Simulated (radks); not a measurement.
Q: These are the eigenvalues of the occupied orbitals of an atom or ion with whole-number occupations (hartree). Calculated with a radial shooting solver on a logarithmic mesh with Libxc functionals: scalar-relativistic Kohn-Sham, SCAN, spin-polarised, spherical densities, finite nucleus; meta-GGA in the generalised Kohn-Sham scheme; Fermi nuclear charge, rms radius of each element as measured or else 0.836 A^(1/3) + 0.57 fm.

orbital  eigenvalue
1s up     -148.0160
1s down   -147.9809
2s up     -17.60107
2s down   -17.58240
2p up     -14.60668
2p down   -14.56948
3s up      -3.70893
3s down    -3.54888
3p up      -2.92925
3p down    -2.77478

Which element is it, and in what charge state? The configuration may be excited. Open shells, if any, are filled with parallel spins first.

A: Z = 20, calcium, charge +4: Ca4+ in [Ne] 3s2 3p4. The list shows which subshells hold electrons but not how many an open one holds; the 1s level, -148.02 hartree, gives Z - s = 17.2 by -(Z - s)^2/2, which with screening and relativity narrows Z to a few neighbours, and the depths of the outer levels then fix element, charge and occupations together.
